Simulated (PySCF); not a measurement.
J couplings in C5H10Se

Molfile (atoms numbered from 1):
```
C5H10Se
     RDKit          3D

 16 16  0  0  0  0  0  0  0  0999 V2000
    2.2445    0.0754   -0.0455 C   0  0  0  0  0  0  0  0  0  0  0  0
    0.9191   -0.5983    0.2731 C   0  0  0  0  0  0  0  0  0  0  0  0
   -0.2527   -0.0163   -0.5006 C   0  0  0  0  0  0  0  0  0  0  0  0
   -1.6256   -0.6502   -0.2288 C   0  0  0  0  0  0  0  0  0  0  0  0
   -2.5355    1.0874   -0.4514 Se  0  0  0  0  0  2  0  0  0  0  0  0
   -0.6115    1.4502   -0.2017 C   0  0  0  0  0  0  0  0  0  0  0  0
    2.4981   -0.0275   -1.1128 H   0  0  0  0  0  0  0  0  0  0  0  0
    3.0700   -0.3600    0.5370 H   0  0  0  0  0  0  0  0  0  0  0  0
    2.2124    1.1528    0.1826 H   0  0  0  0  0  0  0  0  0  0  0  0
    0.7056   -0.5177    1.3541 H   0  0  0  0  0  0  0  0  0  0  0  0
    0.9838   -1.6790    0.0564 H   0  0  0  0  0  0  0  0  0  0  0  0
   -0.0489   -0.0981   -1.5822 H   0  0  0  0  0  0  0  0  0  0  0  0
   -1.9494   -1.4339   -0.9271 H   0  0  0  0  0  0  0  0  0  0  0  0
   -1.7371   -1.0092    0.8056 H   0  0  0  0  0  0  0  0  0  0  0  0
   -0.4108    1.7378    0.8420 H   0  0  0  0  0  0  0  0  0  0  0  0
   -0.1957    2.2087   -0.8783 H   0  0  0  0  0  0  0  0  0  0  0  0
  1  2  1  0
  2  3  1  0
  3  4  1  0
  4  5  1  0
  5  6  1  0
  6  3  1  0
  1  7  1  0
  1  8  1  0
  1  9  1  0
  2 10  1  0
  2 11  1  0
  3 12  1  0
  4 13  1  0
  4 14  1  0
  6 15  1  0
  6 16  1  0
M  END
```

Indirect spin–spin couplings were computed at B3LYP/pcJ-1 (pcSseg-1 on Se) (without the spin–dipole term) (PySCF 2.14) on a PBE0-D3(BJ)/def2-SVP structure, for the isolated molecule, without vibrational or relativistic corrections. Couplings are averaged over pairs made equivalent by symmetry, fast rotation or ring inversion, so a value needn't be that of the named pair in this geometry, while other rotamers aren't included; one pair stands for each set, and the list holds a selection of those of at least 0.8 Hz over up to four bonds.

Isotopes: $^{13}$C, $^{1}$H.

| pair | bonds | J (Hz) |
| --- | --- | --- |
| C1, C2 | 1 | ? |
| C1, H7 | 1 | 132.0 |
| C2, C3 | 1 | 35.5 |
| C2, H10 | 1 | 130.6 |
| C3, C4 | 1 | 34.0 |
| C3, H12 | 1 | 135.8 |
| C4, H13 | 1 | 156.1 |
| C4, H14 | 1 | ? |
| C1, H10 | 2 | -3.4 |
| C2, H7 | 2 | -3.4 |
| C2, H12 | 2 | ? |
| C3, H10 | 2 | -3.6 |
| C3, H13 | 2 | -2.7 |
| C3, H14 | 2 | ? |
| C4, C6 | 2 | ? |
| C4, H12 | 2 | -3.7 |
| H7, H8 | 2 | ? |
| H10, H11 | 2 | ? |
| H13, H14 | 2 | -8.4 |
| C1, C4 | 3 | 3.9 |
| C1, H12 | 3 | ? |
| C4, H10 | 3 | 7.7 |
| C4, H11 | 3 | 3.8 |
| H7, H10 | 3 | 8.4 |
| H12, H14 | 3 | 11.6 |
| H13, H16 | 4 | 1.7 |

Problem. Estimate the withheld couplings, with signs.

Solution. 
- $^{1}J$(C1,C2) = 36.8 Hz (bond length 1.521 Å)
- $^{1}J$(C4,H14) = 150.7 Hz (bond length 1.101 Å, sp3 carbon)
- $^{2}J$(C2,H12) = -1.9 Hz (angle at C3 109°)
- $^{2}J$(C3,H14) = -2.3 Hz (angle at C4 113°)
- $^{2}J$(C4,C6) = -5.6 Hz (angle at C3 99°)
- $^{2}J$(H7,H8) = -14.0 Hz
- $^{2}J$(H10,H11) = -14.6 Hz (angle at C2 106°)
- $^{3}J$(C1,H12) = 3.2 Hz (dihedral angle 58°)

Relativistic effects of the heavier atoms present are left out.
